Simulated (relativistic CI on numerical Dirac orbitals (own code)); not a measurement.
**Charge states of gallium**

Method of calculation: Dirac-Coulomb-Breit CI, separate exchange-only KLI orbitals for each configuration, a model potential for QED, valence Slater integrals scaled by 0.9 (own radial code, finite nucleus).

Each species is treated in one configuration, given outside its closed core. Radial values are for the open shell of highest l, unscaled and averaged over j; ζ includes the Breit term. Labels give the leading LS character, summed over repeated terms.

```
  Ion  Configuration  Its lowest level  LS weight (%)  Next level  E (cm⁻¹)    g_J  g√(J(J+1))  ⟨r⟩ (bohr)  ⟨r²⟩ (bohr²)
   Ga    3d10 4s2 4p           2P°_1/2            100     2P°_3/2    778.03  0.666        0.58       3.481         14.46
  Ga⁺       3d10 4s2              1S_0            100                                     0.00                          
 Ga²⁺        3d10 4s            2S_1/2            100                        2.002        1.73       2.093         5.001
 Ga³⁺           3d10              1S_0            100                                     0.00                          
 Ga⁴⁺            3d9            2D_5/2            100      2D_3/2    3513.9  1.200        3.55      0.7381        0.6785
 Ga⁵⁺            3d8              3F_4            100        3F_3    3142.1  1.249        5.59      0.7044          0.61
 Ga⁶⁺            3d7            4F_9/2             99      4F_7/2    2720.5  1.331        6.62      0.6754         0.555
 Ga⁷⁺            3d6                 ?              ?           ?         ?      ?           ?           ?             ?
 Ga⁸⁺            3d5            6S_5/2            100     4G_11/2     53665  1.999        5.91      0.6271        0.4712
 Ga⁹⁺            3d4              5D_0             99        5D_1    653.65               0.00      0.6065        0.4382
Ga¹⁰⁺            3d3            4F_3/2             99      4F_5/2    2014.9  0.402        0.78      0.5878        0.4095
Ga¹¹⁺            3d2              3F_2             99        3F_3    3903.3  0.669        1.64      0.5705        0.3842
Ga¹²⁺             3d            2D_3/2            100      2D_5/2    6224.8  0.798        1.55      0.5546        0.3616
Ga¹³⁺        3s2 3p6              1S_0            100                                     0.00                          
Ga¹⁴⁺        3s2 3p5           2P°_3/2            100     2P°_1/2     41093  1.333        2.58      0.5685        0.3726
Ga¹⁵⁺        3s2 3p4              3P_2             90        3P_0     30759  1.448        3.55        0.56        0.3613
Ga¹⁶⁺        3s2 3p3           4S°_3/2             89     2D°_3/2     53476  1.913        3.70      0.5518        0.3506
Ga¹⁷⁺        3s2 3p2              3P_0             92        3P_1     28224               0.00      0.5439        0.3405
Ga¹⁸⁺         3s2 3p           2P°_1/2            100     2P°_3/2     47302  0.664        0.57      0.5362         0.331
Ga¹⁹⁺            3s2              1S_0            100                                     0.00                          
Ga²⁰⁺             3s            2S_1/2            100                        2.000        1.73      0.5341         0.324
Ga²¹⁺        2s2 2p6              1S_0            100                                     0.00                          
Ga²²⁺        2s2 2p5           2P°_3/2            100     2P°_1/2    228160  1.329        2.57      0.1834       0.04088
Ga²³⁺        2s2 2p4              3P_2             83        3P_0    122520  1.410        3.45      0.1807       0.03959
```

(1) Fill in the row of Ga⁷⁺.

With one configuration, terms of near-neutral atoms and ions can be 10 to 25 % off, and close levels can change places.

Results:

(1) Its lowest level 5D_4; LS weight (%) 99; Next level 5D_3; E (cm⁻¹) 1989.5; g_J 1.498; g√(J(J+1)) 6.70; ⟨r⟩ (bohr) 0.6499; ⟨r²⟩ (bohr²) 0.5096.
